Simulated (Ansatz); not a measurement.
Reaction (ligand exchange at the Si–F bond): `N[SiH2][SiH2]F` + HCl → `N[SiH2][SiH2]Cl` + H–F

Computed with Ansatz on PBE0-D4/def2-TZVP structures; ΔE is electronic, products minus reactants. CBS: MP2 limit from def2 TZ/QZ plus the TZ coupled-cluster correction, frozen cores. This one scheme is used for every species. DFT in def2-TZVPP. HSE06 is defined as in plane-wave codes. Each species was taken in one conformer, which may not be the lowest.

| level | ΔE (kJ/mol) | difference from CCSD(T)/CBS |
| --- | --- | --- |
| revPBE-D4 | 15.7 | -7.3 |
| BLYP-D4 | 28.9 | 5.9 |
| PBE0-D4 | 17.8 | -5.2 |
| BHLYP-D4 | 29.2 | 6.2 |
| CAM-B3LYP-D4 | 34.1 | 11.1 |
| PBE-QIDH | 20.9 | -2.1 |
| revPBE | 24.2 | 1.2 |
| BLYP | 37.9 | 14.9 |
| PBE0 | 21.7 | -1.3 |
| r2SCANh | 26.2 | 3.2 |
| HSE06 | 21.2 | -1.8 |
| LC-ωPBE | 27.9 | 4.9 |
| CCSD/def2-SVP | 28.2 | 5.2 |
| CCSD(T)/def2-TZVPP | 27.5 | 4.5 |
| HF/def2-QZVPP | 41.6 | 18.6 |
| SCS-MP2/def2-QZVPP | 26.9 | 3.9 |
| CCSD(T)/CBS | 23.0 | 0 |

Largest T1 diagnostic among the species: 0.011.

The D4 term adds −7.3 kJ/mol with B3LYP and −4.0 kJ/mol with PBE0; it sums over pairs of atoms, weighted by their polarisabilities, and B3LYP, whose exchange is more repulsive, gets the larger term. Leaving LDA and LC-ωPBE aside and taking each functional with its dispersion term where it has one, the values spread over 18.4 kJ/mol, from revPBE-D4 to CAM-B3LYP-D4.

B3LYP here is the variant with VWN-RPA as its local correlation; programs differ in this.
